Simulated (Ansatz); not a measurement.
CH₃AlF₂, charge +1, doublet, at a GFN2-xTB geometry (such geometries of metal compounds can be far from the true shape) (a state made from the parent by changing its charge; the spin is typed, not shown lowest); PBE0/def2-SVPD (Ansatz, an electronic-structure program).

Here is a job for Ansatz.
Ansatz 0.2 input:
```yaml
crystal:
  periodic: [false, false, false]
  atoms:
    - {symbol: Al, position_ang: [0.16582743, 0.13326291, 0.00530415]}
    - {symbol: C, position_ang: [-1.49424149, -1.15936547, -0.06057599]}
    - {symbol: H, position_ang: [-1.15408154, -1.98388762, -0.70042866]}
    - {symbol: H, position_ang: [-2.28282133, -0.52474443, -0.48523813]}
    - {symbol: H, position_ang: [-1.63358931, -1.45251016, 0.98807008]}
    - {symbol: F, position_ang: [-0.15547099, 1.61363510, -0.57832043]}
    - {symbol: F, position_ang: [1.47549151, -0.59308873, 0.63299806]}
basis:
  gaussian:
    orbitals: def2-SVPD
hamiltonian:
  xc: pbe0
total_charge: 1
magnetization: {spin_polarized: true, initial_magnetization: 1}
accuracy: high
```

Q: Write the output that Ansatz gives for this input, abridged.

A: 
```
Functional definition: PBE0
2234 factors; integrals over basis functions are off by at most 3.5e-9 eV
mean field evaluation 1: about -13079.8085 eV, gradient 6.5e1 eV
mean field evaluation 2: about -13037.0059 eV, gradient 1.3e2 eV
mean field evaluation 4: about -13093.4470 eV, gradient 4.9e0 eV
mean field evaluation 8: about -13093.6576 eV, gradient 5.5e-1 eV
mean field evaluation 16: about -13093.6586 eV, gradient 8.7e-5 eV
mean field -13093.65863971 eV, -481.1830798087 hartree, gradient 9.0e-8 eV, S^2 0.753293; 0 other end points of the search recorded, 0 dependent functions left out
reference -13093.65864414 eV, -481.1830799717 hartree; 20, 19 occupied and 94, 95 virtual orbitals, 2234 factors
Total energy: -13093.65864414 eV, -481.1830799717 hartree
```
